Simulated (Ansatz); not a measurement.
Relaxation of GaH₄N (6 atoms, charge 0, multiplicity 1), to a largest force component of 0.02 eV/Å in at most 40 steps.

These are results of Ansatz 0.2.0, RKS PBE0/def2-TZVP, not measurements.

```xyz
6
Properties=species:S:1:pos:R:3
Ga 0.000 0.000 0.000
N 0.000 0.000 1.930
H -0.877 -0.271 2.460
H 0.877 0.271 2.460
H 1.360 0.000 -0.785
H -1.360 0.000 -0.785
```

Task: Where does it end, and by what steps?

Result: It converged. After 6 steps the energy has fallen by 0.370 eV; H3 moved furthest, 0.21 Å.

```
step  energy less start (eV)  largest force component (eV/Å)  accepted
   0                  0.0000                           2.069       yes
   1                 -0.3060                           1.179       yes
   2                 -0.3502                           0.654       yes
   3                 -0.3622                           0.254       yes
   4                 -0.3683                           0.129       yes
   5                 -0.3704                           0.023       yes
   6                 -0.3705                           0.001       yes
```

```xyz
6
Properties=species:S:1:pos:R:3
Ga 0.000 0.000 0.020
N 0.000 0.000 1.833
H -0.830 -0.073 2.397
H 0.830 0.073 2.397
H 1.389 0.123 -0.683
H -1.389 -0.123 -0.683
```

Whether the end is a true minimum wasn't checked by a vibrational analysis.

Run time: 11 s on 2 threads of Arm Neoverse V1 (shared host), peak memory 0.17 GiB.
